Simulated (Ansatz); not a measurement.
`[SiH3]/C=C/I`, charge 0, multiplicity 1.

(1) Give a relaxed structure at PBE0-D4/def2-TZVP (the Gaussian-basis code of Ansatz). (Best estimate.)

Results:

(1) The calculation gave: 
Cartesian coordinates in Å:
```
Si 1.039 -0.579 -0.722
C -0.011 0.611 0.254
C -1.217 0.264 0.678
I -2.482 1.507 1.774
H 0.289 -1.851 -0.886
H 1.359 -0.011 -2.059
H 2.320 -0.840 -0.013
H 0.370 1.604 0.479
H -1.666 -0.705 0.494
```
Point group Cs.
This is one stationary point; other conformers may exist.
